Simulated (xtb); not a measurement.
C3H7O (SMILES CC(C)[O]), doublet, from a rough starting geometry; GFN2-xTB (xtb).

Input for xtb:
```
$ xtb mol.xyz --gfn 2 --uhf 1 --opt vtight --json

# file mol.xyz
11

O      0.04919396     1.81821592    -0.15181922
C      0.01745391     0.44379908     0.37603149
H      0.02627557     0.50536651     1.46354200
C     -1.25604832    -0.13615205    -0.13426992
C      1.28814263    -0.32709771    -0.12658793
H     -1.27423018    -0.16654402    -1.21575848
H      1.23882555    -0.35632657    -1.16055774
H     -2.13507542     0.42548450     0.23062535
H      2.18686345     0.17285678     0.18237630
H     -1.35973848    -1.11796614     0.31779648
H      1.21647055    -1.36439952     0.27606933
```

What the program printed (banner, timings and long lists left out):

```
   ID    Z sym.   atoms
    1    8 O      1
    2    6 C      2, 4, 5
    3    1 H      3, 6-11

           -------------------------------------------------
          |                Calculation Setup                |
           -------------------------------------------------

           -------------------------------------------------
          |                 G F N 2 - x T B                 |
           -------------------------------------------------

          ...................................................
          :                      SETUP                      :
          :.................................................:
          :  # basis functions                  23          :
          :  # atomic orbitals                  23          :
          :  # shells                           15          :
          :  # electrons                        25          :
          :  max. iterations                   250          :
          :  Hamiltonian                  GFN2-xTB          :
          :  restarted?                      false          :
          :  GBSA solvation                  false          :
          :  PC potential                    false          :
          :  electronic temp.          300.0000000     K    :
          :  accuracy                    1.0000000          :
          :  -> integral cutoff          0.2500000E+02      :
          :  -> integral neglect         0.1000000E-07      :
          :  -> SCF convergence          0.1000000E-05 Eh   :
          :  -> wf. convergence          0.1000000E-03 e    :
          :  Broyden damping             0.4000000          :
          :  net charge                          0          :
          :  unpaired electrons                  1          :
          ...................................................

 iter      E             dE          RMSdq      gap      omega  full diag
   1    -14.0629194 -0.140629E+02  0.306E+00   11.70       0.0  T
   2    -14.0920653 -0.291459E-01  0.164E+00   10.87       1.0  T
   3    -14.0978630 -0.579778E-02  0.104E+00   11.34       1.0  T
   4    -14.0993322 -0.146913E-02  0.236E-01   11.23       1.0  T
   5    -14.0993916 -0.594052E-04  0.111E-01   11.23       1.0  T
   6    -14.0994005 -0.893643E-05  0.678E-02   11.22       1.0  T
   7    -14.0994017 -0.117634E-05  0.471E-02   11.22       1.0  T
   8    -14.0994023 -0.571566E-06  0.205E-02   11.22       1.5  T
   9    -14.0994027 -0.476699E-06  0.688E-03   11.22       4.4  T
  10    -14.0994028 -0.396577E-07  0.280E-03   11.22      10.8  T
  11    -14.0994028 -0.128825E-07  0.128E-03   11.22      23.6  T
  12    -14.0994028 -0.938570E-09  0.783E-04   11.22      38.5  T
  13    -14.0994028 -0.134501E-08  0.323E-04   11.22      93.3  T

   *** convergence criteria satisfied after 13 iterations ***

         :::::::::::::::::::::::::::::::::::::::::::::::::::::
         ::                     SUMMARY                     ::
         :::::::::::::::::::::::::::::::::::::::::::::::::::::
         :: total energy             -13.941280593692 Eh    ::
         :: gradient norm              0.135582340263 Eh/a0 ::
         :: HOMO-LUMO gap             11.217892978888 eV    ::
         ::.................................................::
         :: SCC energy               -14.099400704969 Eh    ::
         :: -> isotropic ES            0.028623615092 Eh    ::
         :: -> anisotropic ES          0.001697025141 Eh    ::
         :: -> anisotropic XC          0.005644609923 Eh    ::
         :: -> dispersion             -0.004319117922 Eh    ::
         :: repulsion energy           0.158120111277 Eh    ::
         :: add. restraining           0.000000000000 Eh    ::
         :: total charge               0.000000000000 e     ::
         :::::::::::::::::::::::::::::::::::::::::::::::::::::

      -----------------------------------------------------------
     |                   =====================                   |
[...]
 * total energy  :   -13.9412806 Eh     change       -0.1643699E-09 Eh
 * total energy  :   -13.9564827 Eh     change       -0.1520209E-01 Eh
 * total energy  :   -13.9621996 Eh     change       -0.5716950E-02 Eh
 * total energy  :   -13.9629173 Eh     change       -0.7177045E-03 Eh
 * total energy  :   -13.9630303 Eh     change       -0.1130139E-03 Eh
 * total energy  :   -13.9630542 Eh     change       -0.2385829E-04 Eh
 * total energy  :   -13.9630563 Eh     change       -0.2048587E-05 Eh
 * total energy  :   -13.9630576 Eh     change       -0.1374968E-05 Eh
 * total energy  :   -13.9630583 Eh     change       -0.6594048E-06 Eh
 * total energy  :   -13.9630586 Eh     change       -0.2874305E-06 Eh
 * total energy  :   -13.9630587 Eh     change       -0.8967196E-07 Eh
   *** GEOMETRY OPTIMIZATION CONVERGED AFTER 11 ITERATIONS ***
         :: total energy             -13.963058667333 Eh    ::
[...]
        11        2.0000           -0.4694736             -12.7750
        12        1.9975           -0.3998254             -10.8798
        13        1.0025           -0.3884646             -10.5707 (HOMO)
        14                          0.0521793               1.4199 (LUMO)
        15                          0.0942736               2.5653
        16                          0.1139493               3.1007
        17                          0.1479640               4.0263
        18                          0.1741110               4.7378
        19                          0.1798280               4.8934
        20                          0.2145831               5.8391
        21                          0.2357156               6.4141
        22                          0.2395503               6.5185
        23                          0.3457719               9.4089
      -------------------------------------------------------------
                  HL-Gap            0.4406440 Eh           11.9905 eV
             Fermi-level           -0.2811438 Eh           -7.6503 eV

     #   Z          covCN         q      C6AA      α(0)
     1   8 O        0.855    -0.387    21.428     6.206
     2   6 C        3.719     0.163    18.079     6.073
     3   1 H        0.919     0.132     1.524     1.931
     4   6 C        3.749    -0.123    22.932     6.830
     5   6 C        3.749    -0.123    22.931     6.830
     6   1 H        0.925     0.066     2.135     2.285
     7   1 H        0.925     0.066     2.135     2.285
     8   1 H        0.925     0.061     2.183     2.310
     9   1 H        0.925     0.061     2.182     2.310
    10   1 H        0.925     0.043     2.413     2.429
    11   1 H        0.925     0.043     2.414     2.429

 Mol. C6AA /au·bohr⁶  :        818.363893
 Mol. C8AA /au·bohr⁸  :      17009.498208
 Mol. α(0) /au        :         41.918916

Wiberg/Mayer (AO) data.
largest (>0.10) Wiberg bond orders for each atom

 ---------------------------------------------------------------------------
     #   Z sym  total        # sym  WBO       # sym  WBO       # sym  WBO
 ---------------------------------------------------------------------------
     1   8 O    1.625 --     2 C    1.294     3 H    0.132
     2   6 C    3.964 --     1 O    1.294     4 C    0.943     5 C    0.943
                             3 H    0.780
     3   1 H    0.949 --     2 C    0.780     1 O    0.132
     4   6 C    3.990 --    10 H    0.989     8 H    0.983     6 H    0.970
                             2 C    0.943
     5   6 C    3.990 --    11 H    0.989     9 H    0.983     7 H    0.970
                             2 C    0.943
     6   1 H    0.995 --     4 C    0.970
     7   1 H    0.995 --     5 C    0.970
     8   1 H    0.996 --     4 C    0.983
     9   1 H    0.996 --     5 C    0.983
    10   1 H    0.998 --     4 C    0.989
    11   1 H    0.998 --     5 C    0.989
 ---------------------------------------------------------------------------

Topologies differ in total number of bonds
Writing topology from bond orders to xtbtopo.mol

molecular dipole:
                 x           y           z       tot (Debye)
 q only:       -0.070      -1.126       0.305
   full:       -0.081      -1.310       0.380       3.472
molecular quadrupole (traceless):
                xx          xy          yy          xz          yz          zz
 q only:        2.913      -0.530      -5.503       0.049       0.792       2.590
  q+dip:        2.965      -0.639      -7.177       0.063       0.941       4.212
   full:        2.877      -0.629      -7.106       0.070       1.055       4.229

optimized geometry written to: xtbopt.xyz

           -------------------------------------------------
          | TOTAL ENERGY              -13.963058667333 Eh   |
          | GRADIENT NORM               0.000055562377 Eh/α |
          | HOMO-LUMO GAP              11.990532502077 eV   |
           -------------------------------------------------
```
